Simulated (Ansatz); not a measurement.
Ligand exchange: GeH3Br + CHI3 → GeH3I + CHBrI2

Species: GeH3Br `[GeH3][Br]`, singlet; CHI3 (iodoform) `IC(I)I`, singlet; GeH3I `[GeH3][I]`, singlet; CHBrI2 (bromodiiodomethane) `BrC(I)I`, singlet. The partners trade Br for I: Ge–Br and C–I bonds give way to Ge–I and C–Br.

Shapes, held fixed at every level: PBE0-D4/def2-TZVP. Programs: Ansatz 0.2.0. The zero-point and thermal change to 298 K, harmonic and unscaled (PBE0-D4/def2-TZVP), is +0.2 kJ/mol.

```tsv
level	kind	ΔH(298 K) (kJ/mol)	less CCSD(T)/def2-TZVPP	CPU time (sum over the molecules)
PBE-D4/def2-TZVPP	GGA	+5.4	-4.6	31 s
BHLYP-D4/def2-TZVPP	global hybrid	+9.1	-0.9	56 s
r2SCAN0-D4/def2-TZVPP	global hybrid	+5.3	-4.7	73 s
wB97X-V/def2-TZVPP	range-separated hybrid	+7.1	-2.9	1.7 min
B2PLYP/def2-TZVPP	double hybrid	+8.5	-1.5	85 s
CCSD/def2-SVP	coupled cluster or CI	+4.4	-5.6	–
CCSD/def2-TZVPP	coupled cluster or CI	+9.3	-0.7	–
CCSD(T)/def2-TZVPP	coupled cluster or CI	+10.0	0.0	37 min
```

The highest level, CCSD(T)/def2-TZVPP, gives ΔH(298 K) = +10.0 kJ/mol; the levels span +4.4 to +10.0. The column of differences is taken from that level and isn't an error. No measured value is set beside it here. For atoms past krypton def2 sets carry core potentials with scalar relativity. Relativity is left out for Br, Ge. Outer-core shells of Br, Ge, I are correlated, in sets that cover them unevenly. Times are processor times on shared x86 and Arm servers, and rough.
